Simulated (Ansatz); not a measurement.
C4H8ClNOZr, SMILES `C#[C][Zr]([OH])([Cl])[N](C)C`, 16 atoms. The species carries charge 0 and has multiplicity 1. Correlated methods include outer-core shells of Zr, which these sets cover unevenly. Zr takes the def2 core potential. Hardware: A = 2 threads of an AMD EPYC 7R13 on a shared host and a share of an NVIDIA H100 80 GB; B = 2 threads of an AMD EPYC 7R13 on a shared host. Correlated methods freeze the cores. Open-shell runs search over several starts.

(1) Give the basis size and wall time and peak host memory of each of these runs in Ansatz. RKS PBE0-D4/def2-QZVPP energy [A]; RKS B97M-V/def2-TZVPP energy [A]; UHF-MP2/def2-QZVPP energy of the cation [A]; RKS PBE0-D4/def2-TZVP frequencies [A]; RKS ωB97M-V/def2-QZVPP energy [A]; RKS ωB97M-V/def2-SVP energy [B]; RKS PBE0-D4/def2-TZVP relaxation (20 steps) [A]; UKS PBE0-D4/def2-TZVPP energy of the cation [A]; RHF-CCSD(T)/def2-SVP energy [A]; UKS ωB97M-V/def2-TZVPP energy of the cation [A]; UKS B3LYP-D4/def2-TZVPP energy of the cation [A]; RHF-CCSD(T)/def2-TZVPP energy [A]. (Best estimate.)

## Answers

(1) Computed: Other jobs shared the machine, so times are rough.

```csv
level,job,functions,wall time,peak host memory (GiB)
RKS B97M-V/def2-TZVPP,energy [A],396,4.8 s,1.1
RHF-CCSD(T)/def2-SVP,energy [A],173,6.5 s,0.83
RKS PBE0-D4/def2-QZVPP,energy [A],733,9 s,1.3
UKS PBE0-D4/def2-TZVPP,energy of the cation [A],396,10 s,1
RKS ωB97M-V/def2-QZVPP,energy [A],733,13 s,1.5
UKS B3LYP-D4/def2-TZVPP,energy of the cation [A],396,14 s,1
RKS ωB97M-V/def2-SVP,energy [B],173,17 s,0.88
UKS ωB97M-V/def2-TZVPP,energy of the cation [A],396,17 s,1.4
UHF-MP2/def2-QZVPP,energy of the cation [A],733,28 s,1.5
RHF-CCSD(T)/def2-TZVPP,energy [A],396,35 s,1.8
RKS PBE0-D4/def2-TZVP,relaxation (20 steps) [A],311,54 s,1
RKS PBE0-D4/def2-TZVP,frequencies [A],311,3.1 min,1
```

B3LYP here is the variant with VWN-RPA as its local correlation; programs differ in this.
